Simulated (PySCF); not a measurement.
Estimate the missing entries of this data sheet.

Compound: C₉H₉F.
InChI=1S/C9H9F/c1-2-3-8-4-6-9(10)7-5-8/h2,4-7H,1,3H2

Conformer (atom-mapped SMILES and torsion angles): `[CH2:1]=[CH:2][CH2:3][c:4]1[cH:5][cH:6][c:7]([F:8])[cH:9][cH:10]1`: C1–C2–C3–C4 121°, C2–C3–C4–C5 129°.

```csv
property,level,value
point group,PBE0-D3(BJ)/def2-SVP,?
"rotational constants A, B, C",PBE0-D3(BJ)/def2-SVP,"3.906, 0.672, 0.593 GHz"
dipole moment,CAM-B3LYP/def2-SVPD,1.70 D
HOMO energy,CAM-B3LYP/def2-SVPD,-8.18 eV
LUMO energy,CAM-B3LYP/def2-SVPD,?
lowest singlet excitation,TDDFT CAM-B3LYP/def2-SVPD,?
strongest line among the 10 lowest singlet transitions,TDDFT CAM-B3LYP/def2-SVPD,"S3 at 6.74 eV (184 nm, f = 0.632)"
lowest triplet excitation (Tamm–Dancoff),TDA CAM-B3LYP/def2-SVPD,4.03 eV
static isotropic polarisability,CAM-B3LYP/def2-SVPD,105.3 au
vertical ionisation energy,ΔSCF CAM-B3LYP/def2-SVPD,8.83 eV
electronic spatial extent ⟨r²⟩ about the centre of nuclear charge,CAM-B3LYP/def2-SVPD,1828 bohr²
13C chemical shifts (computed TMS as zero) by class,GIAO B97-2/pcSseg-1,?
1H chemical shifts (computed TMS as zero) by class,GIAO B97-2/pcSseg-1,"7.25 (2 H), 7.01 (2 H), 5.93 (1 H), 5.44 (1 H), 5.34 (1 H), 3.27 (2 H) ppm"
"isotropic shieldings of nuclei other than C and H, by class",GIAO B97-2/pcSseg-1,293 (1 F) ppm
```

Electronic properties: PySCF, gas phase, density fitting. Isolated species at its PBE0-D3(BJ)/def2-SVP geometry (one conformer only). NMR classes are plain means over equivalent atoms (diastereotopic ones count apart unless rotation or inversion swaps them), as if these changed places fast; in this geometry the members of some classes differ.

(1) What are the 13C chemical shifts (computed TMS as zero) by class?

(2) The point group?

(3) The lowest singlet excitation?

(4) The LUMO energy?

## Answers

(1) 166.0 (1 C), 144.2 (1 C), 136.6 (1 C), 132.9 (2 C), 120.6 (1 C), 117.6 (2 C), 43.3 (1 C) ppm.

(2) C1.

(3) 5.27 eV (235 nm, f = 0.022).

(4) 0.43 eV.

In atomic units the dipole is 0.67 e·bohr (1 au = 2.5417 D). The principal polarisabilities are 70.2, 104.7 and 141.1 au; their mean is the isotropic value. No computed singlet falls in the visible range (750 to 380 nm, 1.65 to 3.26 eV); S1 lies 2.01 eV above its blue end. The polarisability is 15.60 Å³ as a volume (1 au = 0.148185 Å³), or 1.46 au for each of the 72 electrons. The ΔSCF ionisation energy exceeds −ε(HOMO) by 0.65 eV with CAM-B3LYP. The vertical singlet–triplet gap S1 − T1 is 1.24 eV (TDDFT singlet less Tamm–Dancoff triplet; S1: HOMO→LUMO, weight 0.71; T1: HOMO→LUMO+1, weight 0.50, beside HOMO−1→LUMO, weight 0.32).

For the TDDFT job (CAM-B3LYP/def2-SVPD), the run took 7.7 min wall on an Arm Neoverse V2 with one thread, no GPU, on a shared host, and the process peaked at 1.4 GiB of memory.
